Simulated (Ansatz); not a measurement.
Reaction (redistribution): `[OH][GaH][GeH3]` + `F[Si](F)(F)[AlH2]` → `[OH][GaH][Si](F)(F)F` + `[AlH2][GeH3]`

Isolated molecules relaxed with PBE0-D4/def2-TZVP in Ansatz; ΔE leaves out vibrations. CCSD(T)/CBS is the MP2 limit (def2-TZVPP, def2-QZVPP) plus CCSD(T) − MP2 in def2-TZVPP, frozen cores. DFT in def2-TZVPP. B3LYP here is the variant with VWN-RPA as its local correlation; programs differ in this. HSE06 is defined as in plane-wave codes. For Ga, Ge outer-core shells are correlated without core-valence functions, which leaves a few kJ/mol of doubt a bond. Scalar relativity is left out up to krypton. Each species was taken in one conformer, which may not be the lowest.

Problem. Is it downhill or uphill in electronic energy at CCSD(T)/CBS, and by how much? (An estimate is asked.)

Solution. The calculation gave: Nearly level: ΔE = +0.7 kJ/mol.

Problem. What do these levels give: LDA (SPW92), BLYP-D4, HSE06-D4, BLYP, B3LYP, r2SCANh, r2SCAN0, CAM-B3LYP, CCSD(T)/def2-SVP, SCS-MP2/def2-TZVPP, CCSD(T)/def2-TZVPP, MP2/def2-QZVPP? (An estimate is asked.)

Solution. Computed: LDA (SPW92) -2.5, BLYP-D4 -0.7, HSE06-D4 -0.9, BLYP 1.1, B3LYP 1.2, r2SCANh -1.8, r2SCAN0 -1.2, CAM-B3LYP 0.8, CCSD(T)/def2-SVP -2.7, SCS-MP2/def2-TZVPP 1.2, CCSD(T)/def2-TZVPP 0.1, MP2/def2-QZVPP 1.1 kJ/mol.

Largest T1 diagnostic among the species: 0.014.

At CCSD(T), def2-SVP lies −3.5 kJ/mol from the extrapolated value and def2-TZVPP −0.7 kJ/mol. Leaving LDA and LC-ωPBE aside and taking each functional with its dispersion term where it has one, the values, not all of them listed here, spread over 8.7 kJ/mol, from B97M-V to B2PLYP.
